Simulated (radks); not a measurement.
These are the eigenvalues of the occupied orbitals of an atom or ion with whole-number occupations (eV). Calculated with a radial shooting solver on a logarithmic mesh with Libxc functionals: Dirac Kohn-Sham, exchange-only PBE, spin-unpolarised, spherical densities, finite nucleus; Fermi nuclear charge, rms radius of each element as measured or else 0.836 A^(1/3) + 0.57 fm.

1s1/2: -29875.27
2s1/2: -6182.669
2p1/2: -5930.139
2p3/2: -5712.252
3s1/2: -2446.211
3p1/2: -2357.562

Which element is it, and in what charge state? The configuration may be excited. Open shells, if any, fill j = l - 1/2 first.

Answer. Z = 49, indium, charge +36: In36+ in [Ne] 3s2 3p1. The list shows which subshells hold electrons but not how many an open one holds; the 1s level, -1097.9 hartree, gives Z - s = 46.9 by -(Z - s)^2/2, which with screening and relativity narrows Z to a few neighbours, and the depths of the outer levels then fix element, charge and occupations together.
